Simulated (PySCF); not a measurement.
## Shifts of the heteroatoms

Molfile (atoms numbered from 1):
```
CH12N2OSi4
     RDKit          3D

 20 19  0  0  0  0  0  0  0  0999 V2000
    0.8359   -0.4235   -1.1610 O   0  0  0  0  0  0  0  0  0  0  0  0
    1.1849    0.0304   -0.0667 C   0  0  0  0  0  0  0  0  0  0  0  0
    2.4813    0.3140    0.0505 N   0  0  0  0  0  0  0  0  0  0  0  0
    3.3396   -0.0522   -1.4505 Si  0  0  0  0  0  4  0  0  0  0  0  0
   -0.0857    0.2810    1.3117 Si  0  0  0  0  0  4  0  0  0  0  0  0
   -1.5415   -0.1910    0.5513 N   0  0  0  0  0  0  0  0  0  0  0  0
   -3.0429   -0.0534    1.4257 Si  0  0  0  0  0  4  0  0  0  0  0  0
   -1.5608   -0.8959   -1.0873 Si  0  0  0  0  0  4  0  0  0  0  0  0
    2.8387    0.6898    0.9117 H   0  0  0  0  0  0  0  0  0  0  0  0
    4.7056    0.3378   -1.0779 H   0  0  0  0  0  0  0  0  0  0  0  0
    2.8284    0.8044   -2.5095 H   0  0  0  0  0  0  0  0  0  0  0  0
    3.2623   -1.4830   -1.7033 H   0  0  0  0  0  0  0  0  0  0  0  0
    0.3204   -0.5580    2.4510 H   0  0  0  0  0  0  0  0  0  0  0  0
   -0.0471    1.6958    1.7091 H   0  0  0  0  0  0  0  0  0  0  0  0
   -2.7371    0.6800    2.6562 H   0  0  0  0  0  0  0  0  0  0  0  0
   -4.0077    0.6923    0.6204 H   0  0  0  0  0  0  0  0  0  0  0  0
   -3.5462   -1.3870    1.7579 H   0  0  0  0  0  0  0  0  0  0  0  0
   -0.8749   -2.1819   -1.0963 H   0  0  0  0  0  0  0  0  0  0  0  0
   -2.9932   -1.2535   -1.2080 H   0  0  0  0  0  0  0  0  0  0  0  0
   -1.3653    0.1450   -2.0879 H   0  0  0  0  0  0  0  0  0  0  0  0
  1  2  2  0
  2  3  1  0
  3  4  1  0
  2  5  1  0
  5  6  1  0
  6  7  1  0
  6  8  1  0
  3  9  1  0
  4 10  1  0
  4 11  1  0
  4 12  1  0
  5 13  1  0
  5 14  1  0
  7 15  1  0
  7 16  1  0
  7 17  1  0
  8 18  1  0
  8 19  1  0
  8 20  1  0
M  END
```

Computed data (PySCF 2.14): shielding tensors at PBE0/pcSseg-1 (GIAO), GFN2-xTB geometry. Non-relativistic, single conformer, isolated molecule, rapidly exchanging positions averaged.

Q: Predict the 29Si NMR data.

A: 
| atoms | environment | σ (ppm) | δ (ppm) |
| --- | --- | --- | --- |
| Si5 | silicon bonded to C, N, 2 H | 405.7 | -53.5 |
| Si7/Si8 | silicon bonded to N, 3 H | 406.1 | -53.9 |
| Si4 | silicon bonded to N, 3 H | 423.5 | -68.2 |

Shieldings were converted by a linear fit to measured shifts: 29Si (scatter 8.9 ppm rms, 25.8 ppm with the 6 outliers that the fit left out vs TMS, solution or neat liquid). A few per cent of atoms miss by over 2 rms, more outside the fitted compound classes.

On a 300 MHz spectrometer 29Si resonates near 59.6 MHz, so 1 ppm is 59.6 Hz.

Q: Predict the 15N NMR data.

A: 
| atoms | environment | σ (ppm) | δ (ppm) |
| --- | --- | --- | --- |
| N3 | amide-type nitrogen | 125.5 | -263.7 |
| N6 | nitrogen bonded to 3 Si | 290.3 | -415.5 |

Shieldings were converted by a linear fit to measured shifts: 15N: δ = -148.07 − 0.921σ (rms 6.3 ppm, 71 shifts vs CH3NO2, solution or neat liquid). Occasional misses reach two or three times the rms, and more in compound classes unlike the fitted ones.

On a 500 MHz spectrometer 15N resonates near 50.7 MHz, so 1 ppm is 50.7 Hz.

Q: What are the 17O shifts?

A: 
| atoms | environment | σ (ppm) | δ (ppm) |
| --- | --- | --- | --- |
| O1 | amide-type carbonyl oxygen | -158.1 | 410.7 |

Shieldings were converted by a linear fit to measured shifts: 17O (scatter 10.7 ppm rms, 12.2 ppm with the 3 outliers that the fit left out vs liquid water, solution or neat liquid). A few per cent of atoms miss by over 2 rms, more outside the fitted compound classes.

On a 300 MHz spectrometer 17O resonates near 40.7 MHz, so 1 ppm is 40.7 Hz.

Hydrogen bonding in solution shields acid and N–H amide carbonyl oxygens by tens of ppm.
